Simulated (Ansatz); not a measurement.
Isolated molecules relaxed with PBE0-D4/def2-TZVP in Ansatz; ΔE leaves out vibrations. CCSD(T)/CBS is the MP2 limit (def2-TZVPP, def2-QZVPP) plus CCSD(T) − MP2 in def2-TZVPP, frozen cores. This one scheme is used for every species. DFT in def2-TZVPP. HSE06 is defined as in plane-wave codes. One conformer a species, not always the lowest.

`B[SiH2]C` + `CBS` → `CBS[SiH2]C` + BH₃  (cleavage of the Si–B bond)

(1) Is it downhill or uphill in electronic energy at CCSD(T)/CBS, and by how much? (Estimate.)

(2) What do these levels give: revPBE-D4, B97M-V, HSE06-D4, BHLYP-D4, CAM-B3LYP-D4, ωB97X-V, ωB97M-V, B2PLYP, PBE, revPBE, RPA@PBE/def2-TZVPP, HF/def2-TZVPP? (Best estimate.)

Largest T1 diagnostic among the species: 0.013.

Answers

(1) Computed: Downhill: ΔE = -0.81 eV.

(2) Ansatz gave: revPBE-D4 -0.73, B97M-V -0.72, HSE06-D4 -0.74, BHLYP-D4 -0.84, CAM-B3LYP-D4 -0.76, ωB97X-V -0.77, ωB97M-V -0.81, B2PLYP -0.78, PBE -0.63, revPBE -0.62, RPA@PBE/def2-TZVPP -0.76, HF/def2-TZVPP -0.80 eV.

Leaving LDA and LC-ωPBE aside and taking each functional with its dispersion term where it has one, the values, not all of them listed here, spread over 0.15 eV, from BHLYP-D4 to PBE-D4. At CCSD(T), def2-SVP lies +0.14 eV from the extrapolated value and def2-TZVPP +0.04 eV. From BLYP to BHLYP (50 % exact exchange), in def2-TZVPP and without D4, ΔE moves by −0.11 eV.
